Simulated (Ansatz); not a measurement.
Born–Oppenheimer molecular dynamics of C$_{2}$H$_{9}$BO$_{2}$ (14 atoms, charge 0, multiplicity 1). It starts at the highest image of a converged band. Of that band: Neighbouring images differ by up to 2.1 eV, so the band resolves the path poorly. A vibrational analysis at the climbing image gives one clearly imaginary mode, 1371i cm⁻¹: a first-order saddle point.

Computed with RKS B3LYP-D4/def2-SVP (Ansatz).

```
ensemble                      : NVE (velocity Verlet)
time step                     : 0.5 fs
steps asked                   : 200
starting velocities drawn for : 100 K
seed                          : 7871
```

First frame:

```xyz
14
Properties=species:S:1:pos:R:3
B -1.008 0.317 0.237
C 0.639 -0.432 0.368
C 1.535 -0.379 -0.864
O -1.430 0.049 -1.062
O -1.851 -0.025 1.303
H 0.120 0.920 0.414
H -0.628 1.684 0.371
H 1.190 -0.242 1.307
H 0.158 -1.416 0.488
H 0.951 -0.610 -1.766
H 1.981 0.621 -1.004
H 2.366 -1.099 -0.794
H -2.374 0.223 -1.146
H -1.647 0.388 2.147
```

How far do the bonds stretch over the last three quarters of this one trajectory? (Pairs bonded in most of those frames.)


```tsv
bond	mean (Å)	spread (Å)	shortest	longest
B1–O4	1.372	0.024	1.33	1.43
B1–O5	1.377	0.032	1.31	1.43
B1–H7	1.226	0.049	1.15	1.30
C2–C3	1.539	0.013	1.51	1.56
C2–H6	1.120	0.080	0.99	1.23
C2–H8	1.104	0.021	1.06	1.15
C2–H9	1.103	0.026	1.06	1.15
C3–H10	1.105	0.012	1.08	1.13
C3–H11	1.104	0.014	1.08	1.13
C3–H12	1.105	0.014	1.08	1.14
O4–H13	0.975	0.011	0.95	1.00
O5–H14	0.967	0.004	0.96	0.98
```

Mean temperature of the second half: 1406 K. The conserved energy stayed within 0.29 meV per atom of its start (net change 0.011 meV per atom), so the integration is sound. The system heated up, since it started high on the potential surface and ran downhill. A run of 0.1 ps of so small a system gives no equilibrium averages. The orbitals stay closed-shell, which can raise the energy where a bond breaks towards radicals; this wasn't checked here.

The run took 10 min on 2 threads of Arm Neoverse V1, with other jobs on the host, peak memory 0.25 GiB.
